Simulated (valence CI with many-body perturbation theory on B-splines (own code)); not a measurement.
# In42+: key properties

Calculated by valence CI with perturbative core correlation (CI+MBPT): five valence electrons over a frozen Dirac-Fock core [He], radial functions for each j: 9 s, 9 p, 8 d, 6 f, 3 g, 1 h, with the one-electron correlation potential Σ1 (screened to all orders), the two-electron term Σ2, the three-electron term Σ3, Breit, model QED; selected single and double excitations, second order for the rest (own B-spline code, finite nucleus).

No measured spectrum was set against this ion. As an estimate, large intervals hold to a few tenths of a per cent, small ones and those within an open d or f shell to about a per cent. Among the levels kept, up to 1400 cm⁻¹ of a level comes from second order outside the variational space, and about a tenth of that is noise between levels of different J, which matters for small intervals.

Levels are named by their leading jj configuration (3d3/2^4 stands for four electrons in 3d with j = 3/2), which in mixed levels can hold well under half, so a name can repeat and another be missing.

Rates and lifetimes use the calculated energies. Strong lines usually hold to 10 to 20 %, long lifetimes can be off by a factor of two.

(1) What is the ground level?

(2) Where does the other parity begin?

(3) How well does LS coupling describe the low levels?

(4) What is the ionisation energy?

(5) Among levels below 34749 × 10³ cm⁻¹, which E1 lines absorb most strongly from the ground level?

Results:

(1) (2s^2 2p1/2^2 2p3/2) J=3/2, composition 45 % 2s2.2p3 2P° + 30 % 2s2.2p3 4S° + 25 % 2s2.2p3 2D°, g = 1.383.

(2) At (2s 2p1/2^2 2p3/2^2) J=5/2, 3190.2 × 10³ cm⁻¹.

(3) Among the lowest 20 levels the leading LS term, summed over configurations, holds 64 % on average. For single configurations the figures are 64 % in LS and 98 % in jj coupling. Terms mix most in the J = 3/2 level at 31002 × 10³ cm⁻¹, where the leading one holds 30 %.

(4) 6764.9 eV; NIST lists 6770 ± 50 eV (semi-empirical).

(5) to (2s^2 2p1/2 2p3/2 3d3/2) J=5/2 at 0.3001 nm, f = 0.521; to (2s^2 2p1/2^2 3d5/2) J=5/2 at 0.3158 nm, f = 0.513; to (2s^2 2p1/2 2p3/2 3d3/2) J=1/2 at 0.2992 nm, f = 0.224.
